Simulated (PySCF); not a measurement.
## Telling isomers of C8H10FP apart by NMR

[PySCF 2.14.0 with density-fitted response routines: NMR shieldings at PBE0/pcSseg-1/GIAO; geometry from GFN2-xTB; a single conformation; equivalent nuclei averaged; in vacuum; non-relativistic]

Scale: 1H (31.72 ppm), 13C (186.93 ppm) against TMS (reference shieldings calculated alike). Splittings of carbon signals by F and P are missing where no couplings were computed. Where no couplings were computed, multiplicities follow the n + 1 count of equivalent neighbours, and m marks all less simple cases (inequivalent or close neighbours, rings, F or P nearby). Shifts are as computed. Against solution values, carbons near 30 ppm lie about +3 ppm off and those near 130 ppm about +5 ppm. Of 1211 compounds with measured shifts, 218 miss one by over three times the rms of a fit or turn the order of signals round; such compounds aren't used in these exercises.

(1) Tabulate the signals of `C/C=C\P1C=CC(F)C=C1`, `FC1C=CP(C2CC2)C=C1`, `C=Cc1c(C)[pH]c(C)c1F` and their relative energies.

(2) What is the quickest way to tell FC1C=CP(C2CC2)C=C1 from C=Cc1c(C)[pH]c(C)c1F?

(3) What is the quickest way to tell C/C=C\P1C=CC(F)C=C1 from FC1C=CP(C2CC2)C=C1?

(4) What is the quickest way to tell C/C=C\P1C=CC(F)C=C1 from C=Cc1c(C)[pH]c(C)c1F?

Answers

(1) 
| SMILES | carbon types | δC | δH | E rel. (kcal/mol) |
| --- | --- | --- | --- | --- |
| C/C=C\P1C=CC(F)C=C1 | 7×CH 1×CH3 | 148.0, 140.2, 136.7, 134.6, 91.2, 21.1 | 6.75 (m, 2H), 6.65 (m, 1H), 6.43 (m, 2H), 6.17 (m, 1H), 5.17 (m, 1H), 2.24 (d, 3H) | 12.5 |
| FC1C=CP(C2CC2)C=C1 | 6×CH 2×CH2 | 140.0, 136.8, 91.2, 12.0, 5.7 | 6.73 (m, 2H), 6.71 (m, 2H), 5.20 (m, 1H), 0.88 (m, 1H), 0.87 (m, 2H), 0.59 (m, 2H) | 14.4 |
| C=Cc1c(C)[pH]c(C)c1F | 4×C 1×CH 1×CH2 2×CH3 | 169.9, 148.1, 143.6, 134.3, 123.3, 121.2, 17.9, 13.0 | 6.86 (m, 1H), 6.46 (m, 1H), 5.63 (m, 1H), 4.74 (m, 1H), 2.31 (m, 3H), 2.24 (m, 3H) | 0.0 |

Energies are electronic energies at PBE0/pcSseg-1 on these geometries, without zero-point or thermal terms, each for the one conformer computed, which needn't be the lowest.

(2) Count the carbon signals: 5 against 8. The first has a three-membered-ring carbon (CH) at 12.0 ppm, the second a unsaturated ring carbon (C) at 169.9 ppm. Their most deshielded carbons lie at 140.0 and 169.9 ppm.

(3) Count the carbon signals: 6 against 5. The first has an allylic methyl carbon (CH3) at 21.1 ppm, the second a three-membered-ring carbon (CH) at 12.0 ppm. Their most deshielded carbons lie at 148.0 and 140.0 ppm.

(4) Count the carbon signals: 6 against 8. The first has an allylic sp3 CH bonded to F at 91.2 ppm, the second a unsaturated ring carbon (C) at 169.9 ppm. Their most deshielded carbons lie at 148.0 and 169.9 ppm.
